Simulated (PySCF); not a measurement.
C₆ coefficients of unlike pairs at TPSS

Calculated with PySCF 2.14 from the dipole response of each species, C₆(A,B) = (3/π) ∫ α_A(iu) α_B(iu) du, in atomic units, from isotropic polarisabilities. For ions this is the dispersion term alone; charge-induced terms of lower order in 1/R come first.

```tsv
species	configuration	basis	relativity	α (bohr³)	C₆ (like pair)
Ni	[Ar] 3d8 4s2 (3F)	x2c-TZVPPall with one added diffuse shell each of s, p, d, f type (7s6p5d3f1g)	spin-free X2C	48.14	391.2
N²⁺	[He] 2s2 2p1 (2P)	aug-cc-pVQZ (6s5p4d3f2g)	none	2.623	3.792
P	[Ne] 3s2 3p3 (4S)	aug-cc-pCVTZ-DK with one added diffuse shell each of s, p, d, f type (9s8p6d4f)	spin-free X2C	26.88	201.3
```

Estimate C₆ for P with N²⁺.

The integral gives 26.09. The combination rule 2 C_A C_B / (C_A α_B/α_A + C_B α_A/α_B) gives 26.09 and the geometric mean 27.63.

No spin-orbit coupling is included.

The other pairs:

```tsv
pair	C₆
N²⁺, Ni	33.77
P, Ni	274.0
```
